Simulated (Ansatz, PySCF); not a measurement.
C3H6Si, SMILES `C=C[Si]C` (lower singlet; C–C–Si–C torsion 179°) (charge 0, multiplicity 1). This singlet lies 1.07 eV below the relaxed triplet at the level B3LYP-D3(BJ)/def2-TZVP (PySCF).

Computed with PBE/cc-pVTZ // B3LYP-D3(BJ)/def2-TZVP (Ansatz, a quantum-chemistry and plane-wave program).

Ansatz 0.2 input:
```yaml
crystal:
  periodic: [false, false, false]
  atoms:
    - { symbol: C, position_ang: [2.182411, 0.208241, -0.084954] }
    - { symbol: C, position_ang: [0.855811, 0.209097, -0.268836] }
    - { symbol: Si, position_ang: [-0.260381, 0.779596, 1.138292] }
    - { symbol: C, position_ang: [-1.939844, 0.564299, 0.262535] }
    - { symbol: H, position_ang: [2.616023, 0.527038, 0.858971] }
    - { symbol: H, position_ang: [2.888658, -0.102408, -0.849763] }
    - { symbol: H, position_ang: [0.478637, -0.121056, -1.236811] }
    - { symbol: H, position_ang: [-2.067598, -0.485407, -0.030441] }
    - { symbol: H, position_ang: [-2.791205, 0.856092, 0.877382] }
    - { symbol: H, position_ang: [-1.962494, 1.146382, -0.666382] }
basis:
  gaussian: { orbitals: cc-pVTZ }
hamiltonian:
  xc: pbe
```

Output:

```
Functional definition: PBE
1127 factors; their error is unknown
mean field evaluation 1: about -11061.1577 eV, gradient 8.2e1 eV
mean field evaluation 2: about -11014.1469 eV, gradient 1.4e2 eV
mean field evaluation 4: about -11076.5703 eV, gradient 1.6e1 eV
mean field evaluation 8: about -11077.3109 eV, gradient 3.4e-1 eV
mean field evaluation 16: about -11077.2744 eV, gradient 3.3e-4 eV
mean field -11077.27442715 eV, -407.0823267515 hartree, gradient 7.3e-5 eV, S^2 0.000000; 0 other end points of the search recorded, 0 dependent functions left out
reference -11077.27446656 eV, -407.0823281998 hartree; 19, 19 occupied and 189, 189 virtual orbitals, 1127 factors
Total energy: -11077.27446656 eV, -407.0823281998 hartree
```
